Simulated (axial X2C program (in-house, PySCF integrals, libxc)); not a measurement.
# Worked dissociation energy of BI⁺: CCSD, without spin–orbit coupling

Calculated with an axial X2C code built on PySCF integrals. Spin-free means the one-electron spin-free X2C Hamiltonian. Basis: I dyall-cv3z [11s12p8d4f1g], B dyall-v3z [7s6p2d1f] (cores contracted in-house); Gaussian nuclei, density fitting, unrestricted open shells. Masses: I 126.904 u, B 11.009 u.

Molecular state: M_S = 1/2, Λ = 0 (beyond evenly filled blocks: σα).

Correlated methods: 9 electrons correlated (number of frozen shells: I 4 s, 3 p, 2 d; B 1 s), 225 virtual spin orbitals or spinors in MP2, 90 natural virtuals in coupled cluster.

- E(I) (2M_S = 1, M_L = 0): -7112.893546 hartree
- E(B+) (2M_S = 0, M_L = 0): -24.304536 hartree
- E(BI⁺) at Re: -7137.287148 hartree
- ωe: 785.9 cm⁻¹
- ωexe: 5.61 cm⁻¹

Question: Work out De and D0.

Answer: De = -7112.893546 + (-24.304536) − (-7137.287148) = 0.08907 hartree = 2.424 eV. The zero-point energy is ωe/2 − ωexe/4 = 392 cm⁻¹ = 0.049 eV, so D0 = 2.375 eV.

The state is one determinant whose occupation by symmetry is held fixed; it was picked as the lowest of a PBE0 search that is not exhaustive. Dissociation energies refer to the lowest single-determinant-based atoms at the same level and basis. CCSD ran in a truncated set of natural virtual spinors with an MP2 remainder; without triples it tends to underbind. Spin-free De lacks the spin–orbit lowering of the heavy p-block atom, a tenth of an eV or more for 4p and 5p, up to an eV for 6p and one to two eV for 7p atoms, less what an open-shell molecule gains itself.

Each atomic determinant is the lowest at this level and need not be a pure term. Totals compare only within one Hamiltonian and basis.
